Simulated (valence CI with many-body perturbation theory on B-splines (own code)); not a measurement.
## Questions on Fe XIII

Level of theory: relativistic CI+MBPT: four valence electrons over a frozen Dirac-Fock core [Ne], radial functions for each j: 11 s, 11 p, 9 d, 7 f, 5 g, 2 h, 1 i, with the one-electron correlation potential Σ1, the two-electron term Σ2, the three-electron term Σ3, Breit, model QED; selected CI, second order for the rest, scaled by the run's own slope (own B-spline code, finite nucleus).

No measured levels were compared; by estimate levels of excited configurations hold to 0.05 to 0.15 % of their energy, terms of the ground configuration to about 0.5 %.

Rates and lifetimes use the calculated energies. Strong lines usually hold to 10 to 20 %, long lifetimes can be off by a factor of two.

(1) What is the ground level?

(2) What are the static dipole polarisabilities of the lowest levels?

(3) How is the term ³P of the ground level split?

(4) Name the longest-lived excited levels whose lifetime is computed, and their main decay.

(5) Where does the other parity begin?

(6) Among levels below 101.77 eV, which E1 lines absorb most strongly from the ground level?

(7) What is the ionisation energy?

## Answers

(1) 3s²3p² ³P_0, composition 93 % 3s²3p² ³P + 3 % 3s²3p² ¹S.

(2) 3s²3p² ³P_0 0.341; 3s²3p² ³P_1 0.344 (tensor 0.014); 3s²3p² ³P_2 0.345 (tensor -0.021); 3s²3p² ¹D_2 0.344 (tensor 0.049) bohr³, of which the core gives 0.00562.

(3) J = 0 at 0.00, J = 1 at 1.15, J = 2 at 2.30 eV.

(4) 3s²3p² ³P_2 at 2.30 eV lives 102 ms, mostly by M1 to 3s²3p² ³P_1; 3s²3p² ³P_1 at 1.15 eV lives 71.3 ms, mostly by M1 to 3s²3p² ³P_0; 3s²3p² ¹D_2 at 5.97 eV lives 6.27 ms, mostly by M1 to 3s²3p² ³P_2. The lifetime of 3s²3p3d ³F°_4 is too uncertain to give, and may be longer.

(5) At 3s3p³ ⁵S°_2, 26.59 eV.

(6) to 3s²3p3d ³P°_1 at 20.20 nm, f = 0.842; to 3s3p³ ³S°_1 at 24.04 nm, f = 0.174; to 3s²3p3d ³D°_1 at 19.74 nm, f = 0.131.

(7) 359.74 eV; NIST lists 361 ± 0.7 eV (semi-empirical).
